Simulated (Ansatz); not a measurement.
Reaction (redistribution): `C=CO[Si](F)(F)F` + `F[SiH2][SeH]` → `F[Si](F)(F)[SeH]` + `C=CO[SiH2]F`

Isolated molecules relaxed with PBE0-D4/def2-TZVP in Ansatz; ΔE leaves out vibrations. CCSD(T)/CBS is the MP2 limit (def2-TZVPP, def2-QZVPP) plus CCSD(T) − MP2 in def2-TZVPP, frozen cores. Functionals use def2-TZVPP. B3LYP here is the variant with VWN-RPA as its local correlation; programs differ in this. For Se outer-core shells are correlated without core-valence functions, which leaves a few kJ/mol of doubt a bond. Scalar relativity is left out up to krypton. One conformer a species, not always the lowest.

| level | ΔE (kcal/mol) |
| --- | --- |
| PBE-D4 | 1.8 |
| PBE0-D4 | 2.7 |
| B3LYP-D4 | 2.3 |
| ωB97M-V | 2.3 |
| r2SCAN | 2.8 |
| B3LYP | 1.8 |
| HF/def2-QZVPP | 3.9 |
| CCSD/CBS(def2) | 3.0 |

(1) What does CCSD(T)/CBS give? (Estimate.)

Largest T1 diagnostic among the species: 0.012.

## Answers

(1) Ansatz gave: +2.8 kcal/mol. The listed levels differ from it by -1.0, -0.1, -0.5, -0.5, 0.0, -1.0, 1.1, 0.2 kcal/mol.

From PBE to PBE0 (25 % exact exchange), in def2-TZVPP and without D4, ΔE moves by +0.9 kcal/mol. In def2-TZVPP, CCSD(T) changes the Hartree–Fock value by −1.0 kcal/mol (the triples alone add −0.2 kcal/mol) and MP2 by −1.5 kcal/mol.
